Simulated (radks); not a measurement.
Values are calculated unless marked as measured or tabulated.
Question: The mean radii <r> (bohr) of the occupied orbitals of an atom or ion are listed with their occupations. Code: a radial shooting solver on a logarithmic mesh with Libxc functionals. Model: scalar-relativistic Kohn-Sham, PBE, spin-polarised, spherical densities, finite nucleus; Fermi nuclear charge, rms radius of each element as measured or else 0.836 A^(1/3) + 0.57 fm.

orbital  occ.      <r>
1s down     1  0.06355
1s up       1  0.06355
2s up       1   0.2933
2s down     1   0.2929
2p up       3   0.2601
2p down     3   0.2596
3s up       1   0.8974
3s down     1   0.8993
3p up       3   0.9552
3p down     3   0.9596
3d up       4    1.211

Name the element and its charge. Open shells, if any, are filled with parallel spins first.

Answer: Z = 24, chromium, charge +2: Cr2+ in [Ar] 3d4. The 1s radius gives Z: for a bare nucleus <r> = (2 gamma + 1)/(2Z) with gamma = sqrt(1 - (Z/c)^2), 0.06186 bohr for Z = 24, and screening makes it slightly larger (0.06355 here). The occupations add up to 22, and the charge is Z minus that.
